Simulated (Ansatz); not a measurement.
Basis-set extrapolation for Cl₃HOSi (`O[Si](Cl)(Cl)Cl`) (PBE0-D4/def2-TZVP geometry, frozen core, Ansatz 0.2.0). Multiplicity 1, RHF reference.

```tsv
	def2-TZVPP	def2-QZVPP
HF	-1743.185477	-1743.236581
MP2 correlation	-0.915810	-1.005522
CCSD(T) correlation	-1.003521	not run
```

Energies in hartree. Use E(X) = E(∞) + A·exp(−7.88·√X) for Hartree–Fock and E(X) = E(∞) + B·X^(−2.97) for correlation, with X = 3 and 4, and add CCSD(T) minus MP2 of the smaller set to the MP2 limit.

Question: What is the CCSD(T) energy at the basis-set limit?

Answer: HF limit: -1743.236581 + (-0.051104) × 0.13774 = -1743.24362. MP2 limit: -1.005522 + (-0.089712) × 0.74074 = -1.07198. Higher-order term: -1.003521 − (-0.915810) = -0.08771. Total: -1744.40331 hartree, 562.7 kJ/mol below CCSD(T)/def2-TZVPP.
